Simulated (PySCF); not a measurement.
C4H3Cl2F, SMILES FC(/C=C\Cl)=C/Cl. Geometry optimised at PBE-D3(BJ)/def2-SVP. The structure was generated by enumeration; whether it is a known compound was not checked. Other conformers were not sampled.

**Question.** Give the equilibrium geometry at PBE-D3(BJ)/def2-SVP (PySCF confirms it by a frequency run) as bond lengths and angles, and its point group. (An estimate is asked for; the answer gives what the named calculation found.)

**Answer.** One answer among several that fit: point group Cs.
Atoms: F1 C2 C3 C4 Cl5 C6 Cl7 H8 H9 H10. Bonds (Å): F1–C2 1.347, C2–C3 1.446, C2–C6 1.362, C3–C4 1.356, C3–H8 1.101, C4–Cl5 1.727, C4–H9 1.100, C6–Cl7 1.726, C6–H10 1.099. Bond angles (°): F1–C2–C3 117.6, F1–C2–C6 116.3, C3–C2–C6 126.1, C2–C3–C4 129.7, C2–C3–H8 114.3, C4–C3–H8 116.0, C3–C4–Cl5 126.9, C3–C4–H9 120.3, Cl5–C4–H9 112.8, C2–C6–Cl7 123.8, C2–C6–H10 120.4, Cl7–C6–H10 115.8.
Charge 0, spin multiplicity 1.
